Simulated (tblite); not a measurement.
C6H8F3P.
Numbering: `[CH3:1][CH:2]([CH3:3])[C:4]1=[CH:5][P:6]1[C:7]([F:8])([F:9])[F:10]` (hydrogens: H11, H12, H13 on C1; H14 on C2; H15, H16, H17 on C3; H18 on C5)

Computed with GFN2-xTB (tblite), gas phase: L-BFGS steps from a force-field or distance-geometry start until the largest atomic force falls under 0.01 eV/Å.

Step 25: E = -913.6976 eV
```
atom  x, y, z in Å  |  force x, y, z in eV/Å
C1     -1.7409    0.5096    1.1333   -0.004  -0.004  -0.003
C2     -0.9219    0.3258   -0.1445    0.004   0.000   0.010
C3     -1.7327   -0.3498   -1.2534    0.009   0.002   0.011
C4      0.2745   -0.4790    0.1478   -0.005   0.000   0.020
C5      0.9575   -1.1986    1.0005    0.022  -0.008   0.016
P6      1.7849   -1.1855   -0.6284   -0.022  -0.004  -0.024
C7      2.9154    0.3338   -0.2831    0.027   0.017  -0.020
F8      3.3967    0.3464    0.9727   -0.027   0.001   0.001
F9      3.9730    0.3689   -1.1028    0.022   0.003  -0.030
F10     2.2582    1.4994   -0.4472    0.004   0.009   0.014
H11    -2.0843   -0.4525    1.5063   -0.006  -0.006  -0.014
H12    -1.1400    0.9839    1.9055   -0.005   0.009  -0.013
H13    -2.6065    1.1356    0.9317    0.000  -0.004   0.006
H14    -0.5923    1.3068   -0.5080    0.019  -0.008   0.011
H15    -2.6016    0.2574   -1.4942    0.010  -0.024  -0.025
H16    -2.0687   -1.3337   -0.9326   -0.012   0.012   0.014
H17    -1.1248   -0.4698   -2.1478   -0.008   0.017   0.001
H18     1.0447   -1.5922    1.9860   -0.026  -0.010   0.024
```

Step 26: E = -913.6979 eV
```
atom  x, y, z in Å  |  force x, y, z in eV/Å
C1     -1.7424    0.5101    1.1337   -0.003  -0.002  -0.002
C2     -0.9220    0.3261   -0.1427    0.018  -0.004   0.009
C3     -1.7306   -0.3499   -1.2523    0.004  -0.001   0.005
C4      0.2745   -0.4788    0.1498    0.003  -0.004   0.014
C5      0.9581   -1.2005    1.0001    0.031  -0.006   0.008
P6      1.7838   -1.1842   -0.6317   -0.051  -0.007   0.011
C7      2.9143    0.3339   -0.2847    0.028   0.017  -0.020
F8      3.3946    0.3443    0.9713   -0.023   0.004   0.006
F9      3.9723    0.3689   -1.1038    0.027   0.002  -0.032
F10     2.2588    1.5004   -0.4480    0.000   0.011   0.015
H11    -2.0864   -0.4516    1.5068   -0.006  -0.010  -0.011
H12    -1.1429    0.9854    1.9061   -0.002   0.009  -0.006
H13    -2.6073    1.1361    0.9302   -0.009  -0.001   0.006
H14    -0.5924    1.3071   -0.5057    0.022  -0.002   0.009
H15    -2.5989    0.2562   -1.4967    0.000  -0.012  -0.021
H16    -2.0676   -1.3330   -0.9313   -0.012   0.001   0.015
H17    -1.1212   -0.4704   -2.1454   -0.001   0.011  -0.005
H18     1.0465   -1.5939    1.9862   -0.025  -0.006   0.000
```

Step 27: E = -913.6982 eV
```
atom  x, y, z in Å  |  force x, y, z in eV/Å
C1     -1.7442    0.5107    1.1342   -0.003   0.000   0.000
C2     -0.9220    0.3265   -0.1405    0.025  -0.006   0.006
C3     -1.7282   -0.3500   -1.2511   -0.002  -0.004  -0.004
C4      0.2744   -0.4786    0.1524    0.011  -0.009   0.009
C5      0.9594   -1.2026    0.9998    0.031   0.000  -0.001
P6      1.7816   -1.1829   -0.6353   -0.063  -0.004   0.041
C7      2.9136    0.3342   -0.2870    0.020   0.011  -0.017
F8      3.3919    0.3420    0.9698   -0.013   0.004   0.003
F9      3.9721    0.3691   -1.1055    0.024   0.003  -0.024
F10     2.2596    1.5019   -0.4486   -0.002   0.012   0.010
H11    -2.0889   -0.4507    1.5070   -0.005  -0.011  -0.007
H12    -1.1460    0.9873    1.9066    0.001   0.006   0.002
H13    -2.6084    1.1367    0.9286   -0.018   0.002   0.005
H14    -0.5920    1.3074   -0.5030    0.025   0.003   0.007
H15    -2.5959    0.2545   -1.4999   -0.008   0.003  -0.013
H16    -2.0666   -1.3323   -0.9295   -0.009  -0.009   0.014
H17    -1.1172   -0.4708   -2.1428    0.008   0.002  -0.009
H18     1.0480   -1.5961    1.9865   -0.021  -0.003  -0.021
```

Step 28: E = -913.6985 eV
```
atom  x, y, z in Å  |  force x, y, z in eV/Å
C1     -1.7463    0.5115    1.1347   -0.004   0.003   0.002
C2     -0.9217    0.3269   -0.1381    0.019  -0.005   0.001
C3     -1.7256   -0.3503   -1.2498   -0.006  -0.005  -0.011
C4      0.2744   -0.4785    0.1554    0.012  -0.009   0.007
C5      0.9612   -1.2047    0.9996    0.019   0.009  -0.005
P6      1.7782   -1.1819   -0.6385   -0.046   0.003   0.050
C7      2.9132    0.3347   -0.2897    0.006   0.002  -0.012
F8      3.3888    0.3398    0.9682   -0.001   0.003  -0.004
F9      3.9723    0.3694   -1.1076    0.014   0.004  -0.010
F10     2.2605    1.5034   -0.4490    0.000   0.008   0.001
H11    -2.0917   -0.4499    1.5071   -0.003  -0.008  -0.003
H12    -1.1495    0.9895    1.9072    0.000   0.001   0.008
H13    -2.6100    1.1373    0.9271   -0.020   0.001   0.004
H14    -0.5913    1.3078   -0.5001    0.026   0.004   0.006
H15    -2.5928    0.2529   -1.5035   -0.011   0.014  -0.002
H16    -2.0657   -1.3316   -0.9274   -0.004  -0.013   0.009
H17    -1.1127   -0.4713   -2.1401    0.013  -0.007  -0.008
H18     1.0497   -1.5987    1.9863   -0.015  -0.003  -0.029
```

Q: Estimate the geometry and energy of step 29. (The exact step hangs on the optimiser's Hessian estimate; all steps are aligned on step 28, rigid shifts and turns removed.)

A: E = -913.6986 eV, largest force 0.035 eV/Å
```
atom  x, y, z in Å  |  force x, y, z in eV/Å
C1     -1.7479    0.5121    1.1351   -0.004   0.004   0.001
C2     -0.9213    0.3273   -0.1363    0.005  -0.001  -0.003
C3     -1.7238   -0.3505   -1.2492   -0.005  -0.004  -0.011
C4      0.2744   -0.4783    0.1576    0.003  -0.004   0.006
C5      0.9627   -1.2061    0.9994    0.004   0.015  -0.001
P6      1.7750   -1.1813   -0.6400   -0.013   0.006   0.032
C7      2.9129    0.3349   -0.2918   -0.005  -0.003  -0.007
F8      3.3868    0.3384    0.9670    0.007   0.000  -0.011
F9      3.9727    0.3697   -1.1091    0.003   0.003   0.000
F10     2.2610    1.5045   -0.4493    0.003   0.003  -0.007
H11    -2.0938   -0.4493    1.5072    0.000  -0.002  -0.002
H12    -1.1520    0.9910    1.9078   -0.003  -0.003   0.010
H13    -2.6116    1.1379    0.9261   -0.016  -0.002   0.004
H14    -0.5905    1.3082   -0.4979    0.025   0.001   0.005
H15    -2.5906    0.2520   -1.5062   -0.005   0.016   0.005
H16    -2.0649   -1.3314   -0.9258    0.001  -0.009   0.003
H17    -1.1090   -0.4720   -2.1383    0.011  -0.013  -0.004
H18     1.0512   -1.6009    1.9855   -0.010  -0.008  -0.020
```

The energy changes by -0.0002 eV. The first-order estimate −F·Δx gives -0.0003 eV and the mean of the old and new forces, exact on a quadratic surface, -0.0002 eV. The step makes an angle of 76° with the force vector and moves no atom by more than 0.004 Å.

What follows is the cost of the whole relaxation. Time: 0.76 s wall. Hardware: Arm Neoverse V1, one thread, no GPU, shared host with 32 logical CPUs at a one-minute load of 22.
